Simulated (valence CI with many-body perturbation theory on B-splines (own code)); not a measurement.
**Forbidden lines of Xe15+**

Calculated by valence CI with perturbative core correlation (CI+MBPT): three valence electrons over a frozen Dirac-Fock core [Kr], radial functions for each j: 9 s, 9 p, 10 d, 8 f, 5 g, 3 h, 1 i, with the one-electron correlation potential Σ1, the two-electron term Σ2, the three-electron term Σ3, Breit, model QED; selected CI, second order for the rest (own B-spline code, finite nucleus).

No measured levels were compared; by estimate terms of the open shell hold to 2 to 4 % of their energy, and close levels can change places. Only levels of the ground parity were solved; by the run's estimate the other parity begins above the list, which can be wrong where configurations are misplaced.

Lines 51 to 72 of 72 in falling wavelength, among levels below 124120 cm⁻¹, chosen from the decays that carry over 1 % of a level's rate. Wavelengths and rates use the calculated energies, so an error of 2000 cm⁻¹ moves a line at 181.4 nm by 3.6 % and its rate by three times that or more. Electric multipoles are in the length gauge, E1 and E2 with the static RPA response of the core. S is in atomic units (e²a₀⁴ for E2 and M2, e²a₀⁶ for E3), for M1 in squared Bohr magnetons. Weak lines are less certain than strong ones. Lines between different terms over intervals too small for the method are left out, as are lines whose strength nearly cancels. The highest levels of a list are the least certain.

Names give the largest LS component (configuration and term), which can be under half, so a name can repeat, a term be missing and a line seem to break the LS rules; names also repeat where a configuration has a term twice. Letters in brackets count levels of one name in rising energy.

| λ vac (nm) | Upper | Lower | Type | A (s⁻¹) | S (a.u.) |
| --- | --- | --- | --- | --- | --- |
| 181.4 | 4d3 2D_5/2 [a] | 4d3 4F_5/2 | M1 | 3.61e+01 | 4.79e-02 |
| 177.1 | 4d3 2F_5/2 | 4d3 4F_7/2 | M1 | 2.29e+00 | 2.83e-03 |
| 173.6 | 4d3 2P_1/2 | 4d3 4F_3/2 | M1 | 8.39e+00 | 3.25e-03 |
| 173.5 | 4d3 2F_7/2 | 4d3 4F_7/2 | M1 | 1.24e+01 | 1.92e-02 |
| 167.5 | 4d3 2D_3/2 [b] | 4d3 2P_1/2 | M1 | 2.23e+01 | 1.55e-02 |
| 158.2 | 4d3 2D_3/2 [b] | 4d3 2D_3/2 [a] | M1 | 5.94e+01 | 3.49e-02 |
| 153.3 | 4d3 2D_5/2 [b] | 4d3 2D_3/2 [a] | M1 | 2.74e+02 | 2.19e-01 |
| 151.6 | 4d3 2F_5/2 | 4d3 4F_5/2 | M1 | 1.57e+00 | 1.22e-03 |
| 150.0 | 4d3 2D_5/2 [a] | 4d3 4F_3/2 | M1 | 5.26e+00 | 3.95e-03 |
| 149.1 | 4d3 2F_7/2 | 4d3 4F_5/2 | M1 | 2.18e+01 | 2.14e-02 |
| 148.0 | 4d3 2P_3/2 | 4d3 4F_5/2 | M1 | 1.03e+02 | 4.97e-02 |
| 142.9 | 4d3 2D_3/2 [b] | 4d3 4P_5/2 | M1 | 1.69e+01 | 7.30e-03 |
| 138.8 | 4d3 2D_5/2 [b] | 4d3 4P_5/2 | M1 | 2.71e+02 | 1.61e-01 |
| 136.1 | 4d3 2D_3/2 [b] | 4d3 2G_7/2 | E2 | 1.99e+01 | 3.32e-01 |
| 132.4 | 4d3 2D_5/2 [b] | 4d3 2G_7/2 | M1 | 6.85e+01 | 3.53e-02 |
| 129.1 | 4d3 2F_5/2 | 4d3 4F_3/2 | M1 | 4.96e+01 | 2.37e-02 |
| 126.4 | 4d3 2P_3/2 | 4d3 4F_3/2 | M1 | 2.31e+01 | 6.93e-03 |
| 118.7 | 4d3 2D_3/2 [b] | 4d3 4P_1/2 | M1 | 2.70e+01 | 6.71e-03 |
| 113.2 | 4d3 2D_3/2 [b] | 4d3 4P_3/2 | M1 | 8.11e+01 | 1.74e-02 |
| 101.7 | 4d3 2D_5/2 [b] | 4d3 4F_7/2 | M1 | 6.66e+01 | 1.56e-02 |
| 94.54 | 4d3 2D_3/2 [b] | 4d3 4F_5/2 | M1 | 7.79e+01 | 9.76e-03 |
| 85.24 | 4d3 2D_3/2 [b] | 4d3 4F_3/2 | M1 | 9.73e+00 | 8.94e-04 |
